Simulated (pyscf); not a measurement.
PySCF, gas phase, ωB97X-D3(BJ)/def2-SVP geometries. MP2 and CC: frozen core, UHF for open shells. ΔMP2 is the change of the MP2 total energy from the triple- to the quadruple-zeta basis. Singlets are restricted, triplets unrestricted.

Singlet (Å):
```xyz
6

C     -0.1027     0.3523    -0.4609
Ge     1.6147    -0.4006     0.1950
H     -0.2381     1.3737    -0.0628
H     -0.9438    -0.2457    -0.0668
H     -0.1657     0.3820    -1.5584
H      1.2208    -0.2249     1.7311
```

Triplet (Å):
```xyz
6

C      0.3971    -0.7560     0.2899
Ge     1.2752     0.9371    -0.2067
H      0.1625    -0.7497     1.3651
H     -0.5370    -0.8670    -0.2784
H      1.0603    -1.6025     0.0568
H      2.6011     1.3302     0.4875
```

For these two minima of H₃C–GeH:, which spin state lies lower at CCSD(T)/def2-TZVPP + ΔMP2(QZVPP), and by how much (electronic energies)?

The singlet, by 27.3 kcal/mol. Zero-point energy shifts E(triplet) − E(singlet) by +0.4 kcal/mol. Other isomers of H₃C–GeH: [singlet] were not searched in full and may lie lower. 

E(triplet) − E(singlet) by level (kcal/mol):

```json
[
 {"level": "ωB97X-D3(BJ)/def2-TZVP", "gap": "+29.2"},
 {"level": "PBE/def2-TZVP", "gap": "+25.6"},
 {"level": "r²SCAN/def2-TZVP", "gap": "+20.8"},
 {"level": "B3LYP-D3(BJ)/def2-TZVP", "gap": "+28.6"},
 {"level": "PBE0-D3(BJ)/def2-TZVP", "gap": "+23.6"},
 {"level": "M06-2X/def2-TZVP", "gap": "+22.4"},
 {"level": "ωB97M-D3(BJ)/def2-TZVP", "gap": "+28.7"},
 {"level": "HF/def2-TZVP", "gap": "+11.0"},
 {"level": "MP2/def2-QZVPP", "gap": "+25.0"},
 {"level": "CCSD/def2-TZVPP", "gap": "+24.4"},
 {"level": "CCSD(T)/def2-TZVPP", "gap": "+25.0"},
 {"level": "CCSD(T)/def2-TZVPP + ΔMP2(QZVPP)", "gap": "+27.3"}
]
```

The triplet is the lowest one reached from the SCF start used. The CCSD(T) − MP2 part came from Ansatz, without density fitting, on the same reference. The frozen core leaves the outer d or s,p core shells of the metals and heavy elements correlated in the MP2 and CC values, and def2-TZVPP describes them poorly, which can shift differences by a few kcal/mol. Elements up to Kr have no core potential and no relativistic terms here.
